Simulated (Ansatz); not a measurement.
Molecule: 2H-oxasiline, C$_{4}$H$_{6}$OSi, net charge 0, singlet state. SMILES: C1=CO[SiH2]C=C1
Geometry from a B3LYP-D3(BJ)/def2-TZVP (Ansatz, an electronic-structure program) optimisation:
```xyz
12

C      1.6995     0.0783     0.0679
C      1.1130    -1.1283     0.0087
O     -0.2165    -1.3336    -0.0488
Si    -1.3795    -0.1179    -0.0567
C     -0.3846     1.4278     0.0284
C      0.9603     1.3256     0.0772
H      2.7789     0.1094     0.1104
H      1.6800    -2.0513     0.0026
H     -2.1915    -0.2664    -1.2883
H     -2.2834    -0.3387     1.0975
H     -0.8290     2.4166     0.0413
H      1.5606     2.2298     0.1277
```
Charge 0, spin multiplicity 1.

Wanted: vertical ionisation energy (to the doublet state of charge +1; each state is the SCF solution reached for its spin; the UHF <S^2> is 0.90 for the doublet (pure: 0.75); for the singlet the Hartree-Fock reference is unstable and T1 is 0.014), in eV. Correlated levels leave the core frozen unless marked. UHF or UKS for open shells. No spin-orbit coupling. No relativistic terms. Basis-set limits of correlation are two-point, X^-3; Hartree-Fock from the larger set. [CCSD(T)-MP2]/basis is that difference in the basis named.

```
level               program  vertical ionisation energy (eV)
------------------  -------  -------------------------------
HF/aug-cc-pV(T+d)Z   Ansatz                             7.18
```

Task: Estimate the value at RI-MP2/CBS(aug-cc-pV(T+d)Z,aug-cc-pV(Q+d)Z)+[CCSD(T)-MP2]/aug-cc-pV(T+d)Z as computed with Ansatz.

Result: 8.62 eV
